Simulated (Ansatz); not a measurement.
PBE exchange is replaced step by step with exact exchange (0 % is PBE, 25 % PBE0; no dispersion term), basis def2-TZVP, Ansatz. System: the cluster In₂P. The state is a doublet with charge 0. Geometry: r2SCAN-D4/def2-TZVP, each spin state at its own.

The relaxed quartet has other bonds than the doublet, so its gap is one between isomers.

Geometry of the doublet:

| atom | x (Å) | y (Å) | z (Å) |
| --- | --- | --- | --- |
| In1 | 1.241 | 0.608 | 1.769 |
| In2 | -0.970 | -1.397 | -1.465 |
| P3 | -0.272 | 0.789 | -0.304 |

In the def2 sets In takes a core potential; there is no spin–orbit coupling. The structure comes from a short search, and lower isomers may exist.

HOMO and LUMO are taken over both spins.

```tsv
exact exchange (%)	HOMO (eV)	LUMO (eV)	gap (eV)	⟨S²⟩	quartet − doublet (kJ/mol)
0	-4.52	-4.32	0.21	0.756	106.7
5	-4.67	-4.12	0.55	0.756	106.0
10	-4.82	-3.93	0.89	0.756	105.3
15	-4.97	-3.74	1.23	0.756	104.6
25	-5.28	-3.37	1.91	0.757	103.4
35	-5.60	-3.01	2.59	0.757	102.2
50	-6.09	-2.50	3.58	0.758	100.7
```
